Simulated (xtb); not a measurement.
H4P2, triplet, geometry from GFN2-xTB (a higher spin typed on purpose: for a closed-shell molecule this is an excited state), atoms displaced at random by about 0.02 Å a coordinate; xtb with GFN2-xTB.

The xtb input:
```
$ xtb mol.xyz --gfn 2 --uhf 2 --opt --input xcontrol --json

# file mol.xyz
6

P     -1.20873364    -0.19622747     0.39896756
P      1.16030627     0.20194474    -0.32171800
H     -1.63720648     1.03840566    -0.13718027
H     -1.46393434    -0.86127633    -0.82214232
H      1.55013758    -0.85885008     0.49020721
H      2.51222221     0.41761572    -0.75749053

# file xcontrol
$opt
  engine=lbfgs
$end
```

Task: What does xtb print? Leave out banner, timings and long lists.

Result: 
```
   ID    Z sym.   atoms
    1   15 P      1, 2
    2    1 H      3-6

           -------------------------------------------------
          |                Calculation Setup                |
           -------------------------------------------------

           -------------------------------------------------
          |                 G F N 2 - x T B                 |
           -------------------------------------------------

          ...................................................
          :                      SETUP                      :
          :.................................................:
          :  # basis functions                  24          :
          :  # atomic orbitals                  22          :
          :  # shells                           10          :
          :  # electrons                        14          :
          :  max. iterations                   250          :
          :  Hamiltonian                  GFN2-xTB          :
          :  restarted?                      false          :
          :  GBSA solvation                  false          :
          :  PC potential                    false          :
          :  electronic temp.          300.0000000     K    :
          :  accuracy                    1.0000000          :
          :  -> integral cutoff          0.2500000E+02      :
          :  -> integral neglect         0.1000000E-07      :
          :  -> SCF convergence          0.1000000E-05 Eh   :
          :  -> wf. convergence          0.1000000E-03 e    :
          :  Broyden damping             0.4000000          :
          :  net charge                          0          :
          :  unpaired electrons                  2          :
          ...................................................

 iter      E             dE          RMSdq      gap      omega  full diag
   1     -6.9905537 -0.699055E+01  0.733E+00    3.31       0.0  T
   2     -6.9927122 -0.215852E-02  0.464E+00    3.27       1.0  T
   3     -6.9932531 -0.540824E-03  0.726E-01    3.29       1.0  T
   4     -6.9934081 -0.155096E-03  0.490E-01    3.30       1.0  T
   5     -6.9934366 -0.284716E-04  0.254E-01    3.30       1.0  T
   6     -6.9934410 -0.436806E-05  0.649E-02    3.28       1.0  T
   7     -6.9934416 -0.592549E-06  0.203E-02    3.28       2.0  T
   8     -6.9934416 -0.443393E-07  0.847E-03    3.28       4.8  T
   9     -6.9934416 -0.753089E-08  0.334E-03    3.28      12.2  T
[...]
         :: total energy              -6.961093773721 Eh    ::
 * total energy  :    -6.9612809 Eh     change       -0.1871477E-03 Eh
 * total energy  :    -6.9613933 Eh     change       -0.1123830E-03 Eh
 * total energy  :    -6.9614131 Eh     change       -0.1981059E-04 Eh
 * total energy  :    -6.9614383 Eh     change       -0.2514228E-04 Eh
 * total energy  :    -6.9614362 Eh     change        0.2070653E-05 Eh
 * total energy  :    -6.9614411 Eh     change       -0.4880752E-05 Eh
   *** GEOMETRY OPTIMIZATION CONVERGED AFTER 6 CYCLES ***
         :: total energy              -6.961441067412 Eh    ::
[...]
      -------------------------------------------------------------
                  HL-Gap            0.1245219 Eh            3.3884 eV
             Fermi-level           -0.3254070 Eh           -8.8548 eV

     #   Z          covCN         q      C6AA      α(0)
     1  15 P        2.867    -0.085   164.198    23.027
     2  15 P        2.865    -0.213   170.199    23.444
     3   1 H        0.977     0.061     2.184     2.309
     4   1 H        0.977     0.057     2.225     2.331
     5   1 H        0.977     0.056     2.242     2.340
     6   1 H        0.975     0.124     1.573     1.960

 Mol. C6AA /au·bohr⁶  :        995.103667
 Mol. C8AA /au·bohr⁸  :      45042.445155
 Mol. α(0) /au        :         55.411807

Wiberg/Mayer (AO) data.
largest (>0.10) Wiberg bond orders for each atom

 ---------------------------------------------------------------------------
     #   Z sym  total        # sym  WBO       # sym  WBO       # sym  WBO
 ---------------------------------------------------------------------------
     1  15 P    2.708 --     3 H    0.972     4 H    0.963     2 P    0.658
     2  15 P    2.544 --     5 H    0.968     6 H    0.870     1 P    0.658
     3   1 H    0.996 --     1 P    0.972
     4   1 H    0.997 --     1 P    0.963
     5   1 H    0.997 --     2 P    0.968
     6   1 H    0.975 --     2 P    0.870
 ---------------------------------------------------------------------------

Topologies differ in total number of bonds
Writing topology from bond orders to xtbtopo.mol

molecular dipole:
                 x           y           z       tot (Debye)
 q only:        0.141      -0.016      -0.162
   full:        0.289      -0.050      -0.320       1.102
molecular quadrupole (traceless):
                xx          xy          yy          xz          yz          zz
 q only:        2.352      -0.227      -0.978       0.077      -0.057      -1.373
  q+dip:        2.688      -1.125      -0.867       1.403      -0.004      -1.821
   full:        1.860      -1.197      -0.172       1.870       0.842      -1.688

optimized geometry written to: xtbopt.xyz

           -------------------------------------------------
          | TOTAL ENERGY               -6.961441067412 Eh   |
          | GRADIENT NORM               0.000204710050 Eh/α |
          | HOMO-LUMO GAP               3.388413312756 eV   |
           -------------------------------------------------

normal termination of xtb
```
